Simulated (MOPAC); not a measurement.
Input for MOPAC: PM3 on B2H6O2 (a complex), monomers drawn apart or pushed together.

```
PM3 1SCF PRECISE CHARGE=0 THREADS=1
B2H6O2

B     -0.78249207 1     0.03356036 1    -0.55957221 1
O     -0.05463652 1     0.10726250 1     0.58399616 1
H     -1.92537720 1    -0.27307727 1    -0.44197787 1
H     -0.26913211 1     0.27111895 1    -1.61051570 1
H      0.86929821 1     0.35718925 1     0.46689350 1
B      0.90947784 1    -0.02846199 1     4.14150683 1
O     -0.32158591 1    -0.28396294 1     3.66921348 1
H      1.08742183 1    -0.10827376 1     5.31900014 1
H      1.80042101 1     0.27170393 1     3.39041056 1
H     -0.38501485 1    -0.19815443 1     2.70304363 1
```

It printed:

```
*******************************************************************************
 **                                                                           **
 **                              MOPAC v23.2.5                                **
 **                                                                           **
 *******************************************************************************
 ** MOPAC's Digital Object Identifier: https://doi.org/10.5281/zenodo.6511958 **
 **                                                                           **
 ** Please cite the open-source release paper for use of this MOPAC version:  **
 ** J. E. Moussa and J. J. P. Stewart (2026)                                  **
 ** MOPAC: An open-source semiempirical molecular orbital program             **
 ** J. Open Source Softw., 11(119), 8025, https://doi.org/10.21105/joss.08025 **
 *******************************************************************************

                              PM3 CALCULATION RESULTS

 *******************************************************************************
 *  PM3        - The PM3 Hamiltonian to be used
 *
 *
 *
 *                 CHARGE ON SYSTEM = 0
 *
 *
 *
 *  PRECISE    - TIGHTER CRITERIA TO BE USED
 *  1SCF       - DO 1 SCF AND THEN STOP
 *  THREADS=1  - MULTI-THREADING NOT USED
 *  T=         - A TIME OF 172800.0 SECONDS REQUESTED
 *  DUMP=N     - RESTART FILE WRITTEN EVERY 7200.0 SECONDS REQUESTED
 *******************************************************************************
PM3 1SCF PRECISE CHARGE=0 THREADS=1
 B2H6O2

   ATOM   CHEMICAL          X               Y               Z
  NUMBER   SYMBOL      (ANGSTROMS)     (ANGSTROMS)     (ANGSTROMS)

     1       B         -0.78249207  *   0.03356036  *  -0.55957221  *
     2       O         -0.05463652  *   0.10726250  *   0.58399616  *
     3       H         -1.92537720  *  -0.27307727  *  -0.44197787  *
     4       H         -0.26913211  *   0.27111895  *  -1.61051570  *
     5       H          0.86929821  *   0.35718925  *   0.46689350  *
     6       B          0.90947784  *  -0.02846199  *   4.14150683  *
     7       O         -0.32158591  *  -0.28396294  *   3.66921348  *
     8       H          1.08742183  *  -0.10827376  *   5.31900014  *
     9       H          1.80042101  *   0.27170393  *   3.39041056  *
    10       H         -0.38501485  *  -0.19815443  *   2.70304363  *



          CARTESIAN COORDINATES

    NO.       ATOM           X           Y           Z

     1         B         -0.7825      0.0336     -0.5596
     2         O         -0.0546      0.1073      0.5840
     3         H         -1.9254     -0.2731     -0.4420
     4         H         -0.2691      0.2711     -1.6105
     5         H          0.8693      0.3572      0.4669
     6         B          0.9095     -0.0285      4.1415
     7         O         -0.3216     -0.2840      3.6692
     8         H          1.0874     -0.1083      5.3190
     9         H          1.8004      0.2717      3.3904
    10         H         -0.3850     -0.1982      2.7030

  H: (PM3): J. J. P. STEWART, J. COMP. CHEM. 10, 209 (1989).
  B: (PM3): J. J. P. STEWART, J. MOL. MOD., 10, 155-164 (2004)
  O: (PM3): J. J. P. STEWART, J. COMP. CHEM. 10, 209 (1989).

           Empirical Formula: H6 O2 B2  =    10 atoms



      MOLECULAR POINT GROUP   :   Cs


      RHF CALCULATION, NO. OF DOUBLY OCCUPIED LEVELS = 12


 -------------------------------------------------------------------------------
 PM3 1SCF PRECISE CHARGE=0 THREADS=1
 B2H6O2



     1SCF WAS SPECIFIED, SO BFGS WAS NOT USED
     SCF FIELD WAS ACHIEVED


                              PM3 CALCULATION
                                                       MOPAC v23.2.5 Linux




          FINAL HEAT OF FORMATION =       -126.97788 KCAL/MOL =    -531.27543 KJ/MOL


          COSMO AREA              =        122.69 SQUARE ANGSTROMS
          COSMO VOLUME            =         98.78 CUBIC ANGSTROMS

          IONIZATION POTENTIAL    =         11.655760 EV
          HOMO LUMO ENERGIES (EV) =        -11.656  0.816
          NO. OF FILLED LEVELS    =         12
          MOLECULAR WEIGHT        =         59.6662         POINT GROUP:  Cs

          MOLECULAR DIMENSIONS (Angstroms)

            Atom       Atom       Distance
            H     8    H     4     7.07124
            H     9    H     3     3.02359
            H     3    H     5     0.01583


          SCF CALCULATIONS        =          1





   ATOM   CHEMICAL          X               Y               Z
  NUMBER   SYMBOL      (ANGSTROMS)     (ANGSTROMS)     (ANGSTROMS)

     1       B         -0.78249207  *   0.03356036  *  -0.55957221  *
     2       O         -0.05463652  *   0.10726250  *   0.58399616  *
     3       H         -1.92537720  *  -0.27307727  *  -0.44197787  *
     4       H         -0.26913211  *   0.27111895  *  -1.61051570  *
     5       H          0.86929821  *   0.35718925  *   0.46689350  *
     6       B          0.90947784  *  -0.02846199  *   4.14150683  *
     7       O         -0.32158591  *  -0.28396294  *   3.66921348  *
     8       H          1.08742183  *  -0.10827376  *   5.31900014  *
     9       H          1.80042101  *   0.27170393  *   3.39041056  *
    10       H         -0.38501485  *  -0.19815443  *   2.70304363  *

                             CARTESIAN COORDINATES

   1    B       -0.782492070     0.033560360    -0.559572210
   2    O       -0.054636520     0.107262500     0.583996160
   3    H       -1.925377200    -0.273077270    -0.441977870
   4    H       -0.269132110     0.271118950    -1.610515700
   5    H        0.869298210     0.357189250     0.466893500
   6    B        0.909477840    -0.028461990     4.141506830
   7    O       -0.321585910    -0.283962940     3.669213480
   8    H        1.087421830    -0.108273760     5.319000140
   9    H        1.800421010     0.271703930     3.390410560
  10    H       -0.385014850    -0.198154430     2.703043630


           Empirical Formula: H6 O2 B2  =    10 atoms



      MOLECULAR POINT GROUP   :   Cs


                  EIGENVALUES
 -39.47925 -38.44645 -22.63738 -22.08746 -18.98859 -18.59535 -15.42175 -14.97945
 -14.83291 -14.39137 -12.19394 -11.65576   0.81556   1.24844   2.54786   3.25459
   3.66342   3.97156   4.15189   4.58344   4.94045   5.44084


              NET ATOMIC CHARGES AND DIPOLE CONTRIBUTIONS

  ATOM NO.   TYPE          CHARGE      No. of ELECS.   s-Pop       p-Pop
    1          B          -0.150966        3.1510     1.07701     2.07395
    2          O          -0.158506        6.1585     1.70220     4.45631
    3          H           0.087000        0.9130     0.91300
    4          H           0.027060        0.9729     0.97294
    5          H           0.201476        0.7985     0.79852
    6          B          -0.173628        3.1736     1.06429     2.10934
    7          O          -0.125696        6.1257     1.70345     4.42225
    8          H           0.082435        0.9176     0.91756
    9          H           0.005160        0.9948     0.99484
   10          H           0.205664        0.7943     0.79434
 DIPOLE           X         Y         Z       TOTAL
 POINT-CHG.     0.141     0.124    -0.790     0.812
 HYBRID         0.587     0.223    -0.659     0.910
 SUM            0.728     0.347    -1.449     1.659


          ATOMIC ORBITAL ELECTRON POPULATIONS

     Atom    s        px        py        pz
    1  B   1.07701   0.88303   0.40601   0.78491
    2  O   1.70220   1.26272   1.61674   1.57685
    3  H   0.91300
    4  H   0.97294
    5  H   0.79852
    6  B   1.06429   0.72866   0.42160   0.95908
    7  O   1.70345   1.52624   1.60654   1.28947
    8  H   0.91756
    9  H   0.99484
   10  H   0.79434

 **********************
 *                    *
 * JOB ENDED NORMALLY *
 *                    *
 **********************




 == MOPAC DONE ==
```

The run finished.

Cost: around 0.020 core-seconds (rough).
